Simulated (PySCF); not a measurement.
Cl3Sn (SMILES [Cl][Sn+]([Cl])[Cl]), charge +1, singlet, at a GFN2-xTB geometry (such geometries of metal compounds can be far from the true shape) (all electrons, no relativity), with bond 3-1 at 2.2 times its length; PBE0/3-21G run with PySCF.

Here is a job for PySCF.
```python
from pyscf import gto, scf, dft

mol = gto.Mole()
mol.atom = '''
    Sn   -0.00000000    0.00000000    0.00000000
    Cl    2.22169726   -0.28046629   -0.42811001
    Cl   -2.07487419   -2.17698738    4.01414420
    Cl   -1.27857262    1.27000601   -1.39650099
'''
mol.basis = '3-21g'
mol.charge = 1
mol.verbose = 4
mol.build()

mf = dft.RKS(mol)
mf.xc = 'pbe0'
mf.kernel()
mo_i, mo_e, stable_i, stable_e = mf.stability(internal=True, external=True, return_status=True, nroots=6, tol=1e-6)
print('internally stable:', stable_i, ' externally stable:', stable_e)
if not stable_e:
    umf = mf.to_uhf() if not hasattr(mf, 'xc') else mf.to_uks()
    umf.scf_summary = {}
    umf.kernel(umf.make_rdm1(mo_e, umf.mo_occ))
```

What the program printed (banner, timings and long lists left out):

```
PySCF version 2.14.0

[INPUT] verbose = 4
[INPUT] num. atoms = 4
[INPUT] num. electrons = 100
[INPUT] charge = 1
[INPUT] spin (= nelec alpha-beta = 2S) = 0
[INPUT] symmetry False subgroup None
[INPUT] Mole.unit = angstrom
[INPUT] Symbol           X                Y                Z      unit          X                Y                Z       unit  Magmom
[INPUT]  1 Sn     0.000000000000   0.000000000000   0.000000000000 AA    0.000000000000   0.000000000000   0.000000000000 Bohr   0.0
[INPUT]  2 Cl     2.221697260000  -0.280466290000  -0.428110010000 AA    4.198399353097  -0.530004475273  -0.809010670085 Bohr   0.0
[INPUT]  3 Cl    -2.074874190000  -2.176987380000   4.014144200000 AA   -3.920943962029  -4.113909924834   7.585633162511 Bohr   0.0
[INPUT]  4 Cl    -1.278572620000   1.270006010000  -1.396500990000 AA   -2.416152082168   2.399963535452  -2.639004403784 Bohr   0.0

nuclear repulsion = 570.301258348366
number of shells = 34
number of NR pGTOs = 162
number of NR cGTOs = 70
basis = 3-21g
ecp = {}

******** <class 'pyscf.dft.rks.RKS'> ********
method = RKS
initial guess = minao
damping factor = 0
level_shift factor = 0
DIIS = <class 'pyscf.scf.diis.CDIIS'>
diis_start_cycle = 1
diis_space = 8
diis_damp = 0
SCF conv_tol = 1e-09
SCF conv_tol_grad = None
SCF max_cycles = 50
direct_scf = True
direct_scf_tol = 1e-13
XC library pyscf.dft.libxc version 7.1.2
    S. Lehtola, C. Steigemann, M. J. T. Oliveira, and M. A. L. Marques,  SoftwareX 7, 1–5 (2018)
XC functionals = pbe0
    C. Adamo and V. Barone,  J. Chem. Phys. 110, 6158 (1999)
    M. Ernzerhof and G. E. Scuseria,  J. Chem. Phys. 110, 5029 (1999)
radial grids:
    Treutler-Ahlrichs [JCP 102, 346 (1995); DOI:10.1063/1.469408] (M4) radial grids

becke partition: Becke, JCP 88, 2547 (1988); DOI:10.1063/1.454033
pruning grids: <function nwchem_prune>
grids dens level: 3
symmetrized grids: False
atomic radii adjust function: <function treutler_atomic_radii_adjust>
small_rho_cutoff = 0
Set gradient conv threshold to 3.16228e-05
Initial guess from minao.
tot grids = 78600
init E= -7358.33270598517
cycle= 1 E= -7371.18146050751  delta_E= -12.8  |g|= 0.569  |ddm|=  2.2
cycle= 2 E= -7364.05094319738  delta_E= 7.13  |g|= 1.72  |ddm|= 6.21
cycle= 3 E= -7371.16230372417  delta_E= -7.11  |g|= 0.726  |ddm|= 5.95

cycle= 4 E= -7371.33295827015  delta_E= -0.171  |g|= 0.467  |ddm|= 2.66
cycle= 5 E= -7371.35584763993  delta_E= -0.0229  |g|= 0.379  |ddm|= 0.254
cycle= 6 E= -7371.25768832095  delta_E= 0.0982  |g|= 0.512  |ddm|= 2.71
cycle= 7 E= -7371.2597990939  delta_E= -0.00211  |g|= 0.505  |ddm|= 0.0191
cycle= 8 E= -7371.27151490771  delta_E= -0.0117  |g|= 0.486  |ddm|= 0.0894
cycle= 9 E= -7371.26819636348  delta_E= 0.00332  |g|= 0.488  |ddm|= 0.0343
cycle= 10 E= -7368.94565995059  delta_E= 2.32  |g|= 1.21  |ddm|= 3.85
cycle= 11 E= -7368.99447785336  delta_E= -0.0488  |g|= 1.15  |ddm|= 0.144
cycle= 12 E= -7371.3666123575  delta_E= -2.37  |g|= 0.338  |ddm|=  2.7
cycle= 13 E= -7371.25671629342  delta_E= 0.11  |g|= 0.51  |ddm|= 2.69
cycle= 14 E= -7371.3648248475  delta_E= -0.108  |g|= 0.346  |ddm|=  2.7
cycle= 15 E= -7371.26331688157  delta_E= 0.102  |g|= 0.493  |ddm|=  2.7
cycle= 16 E= -7371.48291861688  delta_E= -0.22  |g|= 0.301  |ddm|= 2.45
cycle= 17 E= -7371.39433287408  delta_E= 0.0886  |g|= 0.469  |ddm|= 1.91
cycle= 18 E= -7371.50262865013  delta_E= -0.108  |g|= 0.32  |ddm|= 0.524
cycle= 19 E= -7371.41771604975  delta_E= 0.0849  |g|= 0.451  |ddm|= 0.411
cycle= 20 E= -7371.39495014654  delta_E= 0.0228  |g|= 0.474  |ddm|= 0.0979
cycle= 21 E= -7371.45038566033  delta_E= -0.0554  |g|= 0.414  |ddm|= 0.247
cycle= 22 E= -7371.47560841683  delta_E= -0.0252  |g|= 0.375  |ddm|= 0.122
cycle= 23 E= -7371.48374713097  delta_E= -0.00814  |g|= 0.357  |ddm|= 0.0519
cycle= 24 E= -7371.35088071728  delta_E= 0.133  |g|=  0.5  |ddm|=  0.6
cycle= 25 E= -7371.54233277307  delta_E= -0.191  |g|= 0.198  |ddm|=  1.7
cycle= 26 E= -7371.56291062335  delta_E= -0.0206  |g|= 0.0887  |ddm|= 0.617
cycle= 27 E= -7371.56456232504  delta_E= -0.00165  |g|= 0.0726  |ddm|= 0.0736
cycle= 28 E= -7371.56481005368  delta_E= -0.000248  |g|= 0.0712  |ddm|= 0.0534
cycle= 29 E= -7371.56733371191  delta_E= -0.00252  |g|= 0.0151  |ddm|= 0.225
cycle= 30 E= -7371.56716469453  delta_E= 0.000169  |g|= 0.0282  |ddm|= 0.114
cycle= 31 E= -7371.56773807928  delta_E= -0.000573  |g|= 0.00627  |ddm|= 0.0871
cycle= 32 E= -7371.56778514852  delta_E= -4.71e-05  |g|= 0.00332  |ddm|= 0.0163
cycle= 33 E= -7371.56805392325  delta_E= -0.000269  |g|= 0.0217  |ddm|= 0.288
cycle= 34 E= -7371.56677762812  delta_E= 0.00128  |g|= 0.0561  |ddm|= 0.325
cycle= 35 E= -7371.56416597435  delta_E= 0.00261  |g|= 0.0853  |ddm|= 0.0854
cycle= 36 E= -7371.56421748361  delta_E= -5.15e-05  |g|= 0.0848  |ddm|= 0.0117
cycle= 37 E= -7371.56763204516  delta_E= -0.00341  |g|= 0.0395  |ddm|= 0.21
cycle= 38 E= -7371.56838379375  delta_E= -0.000752  |g|= 0.00468  |ddm|= 0.169
cycle= 39 E= -7371.5622761726  delta_E= 0.00611  |g|= 0.102  |ddm|= 0.59
cycle= 40 E= -7371.56433063382  delta_E= -0.00205  |g|= 0.0854  |ddm|= 0.0397
cycle= 41 E= -7371.56871489707  delta_E= -0.00438  |g|= 0.00437  |ddm|= 0.349
cycle= 42 E= -7371.56844131723  delta_E= 0.000274  |g|= 0.0307  |ddm|= 0.294
cycle= 43 E= -7371.56477822642  delta_E= 0.00366  |g|= 0.0831  |ddm|= 0.308
cycle= 44 E= -7371.56457876647  delta_E= 0.000199  |g|= 0.0849  |ddm|= 0.00625
cycle= 45 E= -7371.56528534432  delta_E= -0.000707  |g|= 0.0783  |ddm|= 0.0213
cycle= 46 E= -7371.56903596952  delta_E= -0.00375  |g|= 0.00533  |ddm|= 0.276
cycle= 47 E= -7371.56911210689  delta_E= -7.61e-05  |g|= 0.00599  |ddm|= 0.111
cycle= 48 E= -7371.56800602083  delta_E= 0.00111  |g|= 0.0447  |ddm|= 0.278
cycle= 49 E= -7371.56851530179  delta_E= -0.000509  |g|= 0.0346  |ddm|= 0.0222
cycle= 50 E= -7371.56904570761  delta_E= -0.00053  |g|= 0.0148  |ddm|= 0.22
SCF not converged.
SCF energy = -7371.56904570761
rhf_internal: lowest eigs of H = [-0.0187709  -0.01572668  0.3174792   0.32088908  0.40382233  0.4269128 ]
<class 'pyscf.dft.rks.RKS'> wavefunction has an internal instability
rhf_real2complex: lowest eigs of H = [-0.03863834 -0.03787049  0.00519724  0.06992556  0.0719861   0.09189714]
<class 'pyscf.dft.rks.RKS'> wavefunction has an real -> complex instability
rhf_external: lowest eigs of H = [-0.10972989 -0.06661614 -0.06551505  0.06075976  0.06395062  0.07652073]
<class 'pyscf.dft.rks.RKS'> wavefunction has an RHF/RKS -> UHF/UKS instability
internally stable: False  externally stable: False

******** <class 'pyscf.dft.uks.UKS'> ********
method = UKS
initial guess = minao
damping factor = 0
level_shift factor = 0
DIIS = <class 'pyscf.scf.diis.CDIIS'>
diis_start_cycle = 1
diis_space = 8
diis_damp = 0
SCF conv_tol = 1e-09
SCF conv_tol_grad = None
SCF max_cycles = 50
direct_scf = True
direct_scf_tol = 1e-13
number electrons alpha = 50  beta = 50
XC library pyscf.dft.libxc version 7.1.2
    S. Lehtola, C. Steigemann, M. J. T. Oliveira, and M. A. L. Marques,  SoftwareX 7, 1–5 (2018)
XC functionals = pbe0
    C. Adamo and V. Barone,  J. Chem. Phys. 110, 6158 (1999)
    M. Ernzerhof and G. E. Scuseria,  J. Chem. Phys. 110, 5029 (1999)
radial grids:
    Treutler-Ahlrichs [JCP 102, 346 (1995); DOI:10.1063/1.469408] (M4) radial grids

becke partition: Becke, JCP 88, 2547 (1988); DOI:10.1063/1.454033
pruning grids: <function nwchem_prune>
grids dens level: 3
symmetrized grids: False
atomic radii adjust function: <function treutler_atomic_radii_adjust>
small_rho_cutoff = 0
Set gradient conv threshold to 3.16228e-05
init E= -7371.53800074572
cycle= 1 E= -7371.17698420167  delta_E= 0.361  |g|= 0.508  |ddm|=  1.6
cycle= 2 E= -7364.10888324996  delta_E= 7.07  |g|= 1.31  |ddm|= 4.11
cycle= 3 E= -7371.2355751696  delta_E= -7.13  |g|= 0.374  |ddm|=  4.1

cycle= 4 E= -7371.31417250393  delta_E= -0.0786  |g|= 0.35  |ddm|= 1.97
cycle= 5 E= -7371.3568936708  delta_E= -0.0427  |g|= 0.267  |ddm|= 0.362
cycle= 6 E= -7371.25586042304  delta_E= 0.101  |g|= 0.363  |ddm|= 1.91
cycle= 7 E= -7371.3431961838  delta_E= -0.0873  |g|= 0.301  |ddm|= 1.91
cycle= 8 E= -7371.26271912896  delta_E= 0.0805  |g|= 0.354  |ddm|= 1.92
cycle= 9 E= -7371.36976776348  delta_E= -0.107  |g|= 0.249  |ddm|= 1.91
cycle= 10 E= -7371.21927510812  delta_E= 0.15  |g|= 0.429  |ddm|= 1.92
cycle= 11 E= -7371.24447612245  delta_E= -0.0252  |g|= 0.385  |ddm|= 0.0878
cycle= 12 E= -7371.23001638304  delta_E= 0.0145  |g|= 0.409  |ddm|= 0.0694
cycle= 13 E= -7371.23842053525  delta_E= -0.0084  |g|= 0.395  |ddm|= 0.0675
cycle= 14 E= -7371.3858462319  delta_E= -0.147  |g|= 0.269  |ddm|= 1.92
cycle= 15 E= -7371.26435946737  delta_E= 0.121  |g|= 0.351  |ddm|= 1.91
cycle= 16 E= -7371.35264340194  delta_E= -0.0883  |g|= 0.34  |ddm|= 0.472
cycle= 17 E= -7371.33162163472  delta_E= 0.021  |g|= 0.343  |ddm|= 0.0807
cycle= 18 E= -7371.41754429787  delta_E= -0.0859  |g|= 0.266  |ddm|=  1.8
cycle= 19 E= -7371.43401157144  delta_E= -0.0165  |g|= 0.254  |ddm|= 0.179
cycle= 20 E= -7371.45534854764  delta_E= -0.0213  |g|= 0.242  |ddm|= 0.156
cycle= 21 E= -7371.4671079148  delta_E= -0.0118  |g|= 0.294  |ddm|= 1.45
cycle= 22 E= -7371.36508488292  delta_E= 0.102  |g|= 0.371  |ddm|= 0.317
cycle= 23 E= -7371.40978358407  delta_E= -0.0447  |g|= 0.351  |ddm|= 0.145
cycle= 24 E= -7371.39706685413  delta_E= 0.0127  |g|= 0.357  |ddm|= 0.0574
cycle= 25 E= -7371.53330379307  delta_E= -0.136  |g|= 0.213  |ddm|= 0.446
cycle= 26 E= -7371.54015311682  delta_E= -0.00685  |g|=  0.2  |ddm|= 0.0476
cycle= 27 E= -7371.54070435131  delta_E= -0.000551  |g|= 0.199  |ddm|= 0.0356
cycle= 28 E= -7371.56460251382  delta_E= -0.0239  |g|= 0.156  |ddm|= 0.32
cycle= 29 E= -7371.61468491564  delta_E= -0.0501  |g|= 0.0397  |ddm|= 0.616
cycle= 30 E= -7371.62119180165  delta_E= -0.00651  |g|= 0.0286  |ddm|= 0.278
cycle= 31 E= -7371.62202471899  delta_E= -0.000833  |g|= 0.0202  |ddm|= 0.0965
cycle= 32 E= -7371.62240247758  delta_E= -0.000378  |g|= 0.00838  |ddm|= 0.0502
cycle= 33 E= -7371.62254030672  delta_E= -0.000138  |g|= 0.00207  |ddm|= 0.0442
cycle= 34 E= -7371.62257013203  delta_E= -2.98e-05  |g|= 0.00154  |ddm|= 0.012
cycle= 35 E= -7371.62261307141  delta_E= -4.29e-05  |g|= 0.00152  |ddm|= 0.0167
cycle= 36 E= -7371.62264846543  delta_E= -3.54e-05  |g|= 0.00148  |ddm|= 0.0135
cycle= 37 E= -7371.62278252028  delta_E= -0.000134  |g|= 0.00136  |ddm|= 0.0536
cycle= 38 E= -7371.62306679458  delta_E= -0.000284  |g|= 0.00122  |ddm|= 0.134
cycle= 39 E= -7371.62307698836  delta_E= -1.02e-05  |g|= 0.00104  |ddm|= 0.00743
cycle= 40 E= -7371.62333421449  delta_E= -0.000257  |g|= 0.00427  |ddm|= 0.29
cycle= 41 E= -7371.62333773754  delta_E= -3.52e-06  |g|= 0.004  |ddm|= 0.00656
cycle= 42 E= -7371.62334094628  delta_E= -3.21e-06  |g|= 0.00386  |ddm|= 0.00936
cycle= 43 E= -7371.62336220263  delta_E= -2.13e-05  |g|= 0.00214  |ddm|= 0.016
cycle= 44 E= -7371.62336952272  delta_E= -7.32e-06  |g|= 0.000869  |ddm|= 0.0134
cycle= 45 E= -7371.62337076866  delta_E= -1.25e-06  |g|= 0.000216  |ddm|= 0.00455
cycle= 46 E= -7371.62337086456  delta_E= -9.59e-08  |g|= 4.83e-05  |ddm|= 0.0025
cycle= 47 E= -7371.62337088019  delta_E= -1.56e-08  |g|= 2.22e-05  |ddm|= 0.00144
cycle= 48 E= -7371.62337088582  delta_E= -5.63e-09  |g|= 1.86e-05  |ddm|= 0.000174
cycle= 49 E= -7371.62337089199  delta_E= -6.17e-09  |g|= 1.85e-05  |ddm|= 0.000185
cycle= 50 E= -7371.62337090141  delta_E= -9.42e-09  |g|= 1.85e-05  |ddm|= 0.000281
SCF not converged.
SCF energy = -7371.62337090141 after 50 cycles  <S^2> = 1.0051474  2S+1 = 2.2406672
```

The run did not converge; its last values are not results.
